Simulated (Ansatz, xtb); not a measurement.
Relative energy of two isomers of C4H4BClO

We compare a, `OC1=CB(Cl)C=C1`, a singlet, with b, `OB1C=CC=C1Cl`, a singlet. Both are isolated molecules in the gas phase, relaxed with PBE-D3(BJ)/def2-SVP; the shapes shown needn't be the lowest conformers.

a (Å):

```xyz
11

C    -2.1269    0.8710   -1.4026
C    -0.7903    0.7038   -1.1405
C    -2.2930   -0.7614    0.2832
C    -3.0285   -0.0001   -0.5568
B    -0.7731   -0.3630   -0.0304
Cl    0.6364   -1.0478    0.7750
O    -2.7448    1.6763   -2.2804
H    -2.0648    2.1860   -2.7653
H     0.0191    1.2442   -1.6487
H    -2.7120   -1.4794    1.0017
H    -4.1232    0.0417   -0.6727
```

b (Å):

```xyz
11

C    -1.3185   -0.3027    0.9097
C    -1.0239    0.8873    1.5006
C    -0.9821    2.0506    0.5450
C    -1.2559    1.6209   -0.7105
B    -1.5059    0.0405   -0.6184
Cl   -1.3305    2.5651   -2.1614
O    -1.8085   -0.7888   -1.6420
H    -1.8611   -0.2958   -2.4861
H    -1.3906   -1.2536    1.4545
H    -0.8254    1.0422    2.5747
H    -0.7587    3.0816    0.8589
```

Problem. Which of the two would you expect CCSD(T)/def2-SVP + ΔMP2/def2-TZVPP electronic energies to favour?

Solution. Structure b; the calculation gives E(b) − E(a) = −5.4 kcal/mol.

Level by level:

| level | geometry | E(b) − E(a) (kcal/mol) | departure from the last row (kcal/mol) | job, with rough time for the two |
| --- | --- | --- | --- | --- |
| GFN2-xTB | GFN2-xTB | −4.4 | +1.0 | optimisation, 0.38 s |
| HF/STO-3G | GFN2-xTB | −8.2 | −2.8 | single point, 1.3 s |
| r2SCAN-D4/def2-SVP | GFN2-xTB | −1.8 | +3.6 | single point, 9 s |
| PBE-D3(BJ)/def2-SVP | PBE-D3(BJ)/def2-SVP | −1.5 | +3.9 | optimisation, 46 s |
| HF/def2-SVP | PBE-D3(BJ)/def2-SVP | −0.8 | +4.6 | part of the CCSD(T) run |
| MP2/def2-SVP | PBE-D3(BJ)/def2-SVP | −3.7 | +1.7 | part of the CCSD(T) run |
| CCSD(T)/def2-SVP | PBE-D3(BJ)/def2-SVP | −4.1 | +1.3 | single point |
| CCSD(T)/def2-SVP + ΔMP2/def2-TZVPP | PBE-D3(BJ)/def2-SVP | −5.4 |  | single point, 2 min |

As drawn, b has 1 B–O, 1 C–Cl in place of 1 C–O, 1 B–Cl.

The levels shown agree on the order. The largest departure from CCSD(T)/def2-SVP + ΔMP2/def2-TZVPP is that of HF/def2-SVP, 4.6 kcal/mol. The last row adds to CCSD(T) the change of the MP2 difference between the two basis sets, here −1.3 kcal/mol.

With thermal terms from frequencies at re-optimised GFN2-xTB minima (ideal gas, soft modes damped towards free rotors, one conformer each, 298.15 K, 1 atm): the zero-point term adds −0.1 kcal/mol; ΔH is −5.4 and ΔG −5.5 kcal/mol.

The correlated steps freeze 11 core orbitals. Codes used: Ansatz 0.2.0, xtb 6.7.1; the last row on 2 threads of AMD EPYC 7R43 64-Core Processor (Zen 3) on a shared host.
